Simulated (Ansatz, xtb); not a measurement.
# Isomers of C3H5NOSi in order of energy

3 gas-phase structures of C3H5NOSi, from a drawn sample of its isomers (lower ones may exist). Each was relaxed with GFN2-xTB:

A. `[SiH3]c1cnco1`, a singlet
B. `[SiH3]c1ncco1`, a singlet
C. `[SiH3]c1cocn1`, a singlet

Task: Estimate their order in r2SCAN-D4/def2-SVP energy at these geometries, lowest first.

Result: Calculated order at r2SCAN-D4/def2-SVP: A (0.000), C (0.041), B (0.072) eV. Less than 1 kcal/mol parts A and C; C and B, so the order within those pairs means little.

Energies above the lowest of each column, in eV; the last columns are at B3LYP-D3(BJ)/def2-SVP geometries:

| structure | GFN2-xTB | HF/STO-3G | r2SCAN-D4/def2-SVP | B3LYP-D3(BJ)/def2-SVP | CCSD(T)/def2-SVP + ΔMP2/def2-TZVPP |
| --- | --- | --- | --- | --- | --- |
| A | 0.000 | 0.025 | 0.000 | 0.000 | 0.000 |
| C | 0.087 | 0.067 | 0.041 | 0.033 | 0.031 |
| B | 0.035 | 0.000 | 0.072 | 0.077 | 0.086 |

CCSD(T)/def2-SVP + ΔMP2/def2-TZVPP puts A lowest, with C within 1 kcal/mol; HF/STO-3G picks B. B keeps a small imaginary mode. ΔMP2 is the change of the MP2 energy from the smaller to the larger basis.

Programs: Ansatz 0.2.0, xtb 6.7.1.
